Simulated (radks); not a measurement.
Values are calculated unless marked as measured or tabulated.
Isoelectronic series with 18 electrons, all held in the configuration [Ar], which need not be the ground one along the series. Code: a radial shooting solver on a logarithmic mesh with Libxc functionals. Model: scalar-relativistic Kohn-Sham, LDA (Slater exchange, Perdew-Wang correlation), spin-polarised, spherical densities, finite nucleus; Fermi nuclear charge, rms radius of each element as measured or else 0.836 A^(1/3) + 0.57 fm. Total energies (hartree) and mean radii <r> (bohr):

ion    E (hartree)      3p      3s      2p
Ar      -527.80851   1.665   1.408  0.3774
K+      -600.39599   1.427   1.268  0.3512
Ca2+    -678.01406   1.258   1.153  0.3283
Sc3+    -760.66069   1.129   1.057  0.3082
Ti4+    -848.33977   1.027  0.9762  0.2903
V5+     -941.05874  0.9425  0.9069  0.2744
Cr6+   -1038.82734  0.8719  0.8470  0.2601
Mn7+   -1141.65722  0.8115  0.7946  0.2472
Fe8+   -1249.56159  0.7594  0.7483  0.2354
Co9+   -1362.55479  0.7137  0.7072  0.2248
Ni10+  -1480.65262  0.6734  0.6704  0.2150
Cu11+  -1603.87116  0.6375  0.6373  0.2060
Zn12+  -1732.22864  0.6053  0.6072  0.1977
Ga13+  -1865.74339  0.5762  0.5799  0.1901
Ge14+  -2004.43503  0.5499  0.5548  0.1830
As15+  -2148.32452  0.5258  0.5319  0.1764
Se16+  -2297.43292  0.5038  0.5107  0.1702
